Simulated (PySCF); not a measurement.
Which determinant of CoP lies lowest?

Unrestricted PBE0; PySCF, spin-free X2C with a Gaussian nucleus, basis sets Co x2c-TZVPPall, P x2c-TZVPPall. Outer shells of the fragments: Co 3d7 4s2; P 3s2 3p3.

Followed along the bond (rough minima from three points):

| 2Ms+1 | unpaired | ⟨S²⟩ at the start | R at minimum (Å) | Te (eV) |
| --- | --- | --- | --- | --- |
| 5 | σ ↑, π ↑↑, δ ↑ | 6.04 | 2.11 | 0.00 |
| 1 | π ↓, δ ↑ | 1.87 | 2.13 | 0.13 |
| 3 | π ↑, δ ↑ | 2.86 | 2.06 | 0.16 |
| 5 | π ↑↑↑, δ ↑ | 6.02 | 2.20 | 0.33 |
| 3 | σ ↑, π ↑↓, δ ↑ | 3.06 | 2.13 | 0.38 |
| 5 | π ↑↑, δ ↑↑ | 6.04 | 2.07 | 0.72 |

Solutions found at the starting distance of 2.135 Å, counted from the lowest of them; the search is not exhaustive and high or unbound solutions are not listed, so other states can lie among these:

```tsv
2Ms+1	unpaired	term	E (eV)	⟨S²⟩	⟨Lz²⟩	μ (D)
5	σ ↑, π ↑↑, δ ↑	⁵Δ	0.00	6.04	4.01	-3.81
1	π ↓, δ ↑	mixed	0.13	1.87	4.49	-3.00
3	π ↑, δ ↑	mixed	0.18	2.86	5.59	-3.36
5	π ↑↑↑, δ ↑	mixed	0.35	6.02	4.58	-3.38
3	σ ↑, π ↑↓, δ ↑	mixed	0.38	3.06	6.04	-3.72
5	π ↑↑, δ ↑↑	⁵Σ⁺	0.74	6.04	0.00	-3.07
3	σ ↑, δ ↑	mixed	1.09	2.52	6.02	-4.01
3	σ ↑, δ ↑	mixed	1.21	3.60	4.00	0.21
1	σ ↓, δ ↑	mixed	1.42	2.60	4.00	0.60
1	π ↑↓↓, δ ↑	mixed	1.45	2.02	6.54	-3.21
```

A term symbol is given only where ⟨S²⟩ and ⟨Lz²⟩ are close to those of a pure state; real π, δ and φ orbitals otherwise mix terms. A positive dipole means Co(−)P(+).

With d or f electrons several states lie close, and the lowest PBE0 determinant need not be the measured ground state.
